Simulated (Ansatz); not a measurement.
# Worked example: SiH3(CN) + GeH2(NH)(NH2) → SiH2(CN) + GeH2(NH2)2

Species: SiH3(CN) (silyl cyanide), singlet; GeH2(NH)(NH2), doublet; SiH2(CN), doublet; GeH2(NH2)2, singlet. A radical takes H: the energy is the difference in strength between the Si–H bond broken and the N–H bond made.

Shapes, held fixed at every level: PBE0-D4/def2-TZVP. Flexible molecules stand in one conformer, not always the lowest. Programs: Ansatz 0.2.0. The zero-point and thermal change to 298 K, harmonic and unscaled (PBE0-D4/def2-TZVP), is +11.5 kJ/mol.

At CCSD(T)/def2-TZVPP; 1 Eh = 2625.50 kJ/mol:

| species | energy (Eh) |
| --- | --- |
| SiH3(CN) | -383.546552 |
| GeH2(NH)(NH2) | -2187.898807 |
| SiH2(CN) | -382.894540 |
| GeH2(NH2)2 | -2188.581886 |

Task: Work out ΔH(298 K) of the reaction at this level.

Result: 
1. Products less reactants: (-382.894540) + (-2188.581886) − [(-383.546552) + (-2187.898807)] = -0.031067 Eh = -81.6 kJ/mol.
2. With the thermal change: -81.6 + (+11.5) = -70.1 kJ/mol.

Other levels give -109.1 (SPW92/def2-TZVPP) to -28.6 kJ/mol (HF/def2-TZVPP). No measured value is set beside it here. Spin contamination: SiH2(CN) (⟨S²⟩ up to 0.82). Open shells run unrestricted. Relativity is left out for Ge. Outer-core shells of Ge are correlated, in sets that cover them unevenly.
